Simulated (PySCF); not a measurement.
From a computed spectrum to the compound

A species of 5 atoms with charge 3 has these harmonic modes (PBE0, small Gaussian bases with core potentials, PySCF 2.14.0):

| cm⁻¹ | km/mol | symmetry |
| --- | --- | --- |
| 416 | 8.0 | a1 |
| 715 | 75.4 | e |
| 715 | 75.4 | e |
| 1439 | 141.1 | a1 |
| 1558 | 73.6 | e |
| 1558 | 73.6 | e |
| 3225 | 415.8 | a1 |
| 3278 | 278.2 | e |
| 3278 | 278.2 | e |

(1) Which species is it, and in which structure?

Results:

(1) [Ho(NH3)]3+ (singlet in the valence; each metal's 4f electrons, 10 of them, lie in its core potential, out of spins and levels):
```xyz
5

Ho    0.0000    0.0000   -0.2227
N     0.0000    0.0000    2.0752
H     0.9417    0.0000    2.5362
H    -0.4709    0.8155    2.5362
H    -0.4708   -0.8156    2.5362
```
Ideal gas at 298.15 K and 1 bar: S = 274.3 J/(mol K), Cp = 46.9 J/(mol K), H − H(0 K) = 11.3 kJ/mol (rigid rotor, harmonic modes, spin degeneracy alone, that of the 4f electrons in the core included). An lcecp potential fixes the number of 4f electrons, so in runs with it no electron can move into or out of that shell.
 Other answers can fit too; this one was computed.
